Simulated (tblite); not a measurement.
Start geometry of `O=C1[CH]CC=C(Cl)C1` [radical] from a force field or distance geometry (Å):
```
atom  x, y, z in Å
O1     0.3250   -2.1691   -1.3113
C2     0.0386   -1.3245   -0.4800
C3    -1.3175   -0.8508   -0.1793
C4    -1.3020    0.5593    0.3224
C5    -0.0592    1.3176   -0.0207
C6     1.1433    0.7397   -0.0330
Cl7    2.6137    1.5772   -0.4387
C8     1.1548   -0.7151    0.3557
H9    -2.0467   -1.0665   -0.9571
H10   -1.2735    0.4877    1.4555
H11   -2.1938    1.1057    0.0374
H12   -0.0952    2.3713   -0.2982
H13    0.9196   -0.8095    1.4255
H14    2.0924   -1.2238    0.0998
```

Q: What comes out of this run: GFN2-xTB geometry optimisation, gas phase (tblite)?

A: 
```
atom  x, y, z in Å
O1     0.0294   -2.6915   -0.4319
C2    -0.0129   -1.4764   -0.2392
C3    -1.2313   -0.7602   -0.1835
C4    -1.3466    0.6870    0.0426
C5    -0.0483    1.3994    0.2174
C6     1.1140    0.7637    0.1739
Cl7    2.5966    1.6418    0.3871
C8     1.2843   -0.6963   -0.0493
H9    -2.1408   -1.3271   -0.3198
H10   -1.9822    0.8668    0.9229
H11   -1.9046    1.1418   -0.7898
H12   -0.0970    2.4642    0.3839
H13    1.8250   -1.1431    0.7924
H14    1.9138   -0.8703   -0.9287
```

The energy falls by 56.7 kJ/mol over 81 L-BFGS steps, the largest force on an atom goes from 2.43 to 0.009 eV/Å, and the atoms move by 0.732 Å rms after alignment. The bond that changes most is C2–C3 (ends: carbon bonded to 2 C and O; carbon bonded to 2 C and H), which shortens by 0.053 Å. Bonds longer at the end by more than 0.005 Å: 2 of 14; shorter: 7. Among the angles that change most is C2–C3–C4, from 111.3° to 124.9°. Among the dihedrals that turn most is H9–C3–C4–H10, from 134° to 57°. Rotational constants go from 3017, 1280, 976.7 to 3256, 1178, 874.0 MHz. The orientation of the end geometry is arbitrary; only internal coordinates are fixed.

Time: 0.87 s of wall time. Hardware: an Arm Neoverse N1 with one thread, shared host with 64 logical CPUs at a one-minute load of 59.

Its GFN2-xTB frequencies are all real (lowest 42 cm⁻¹).

The numbers are calculated, not measured.
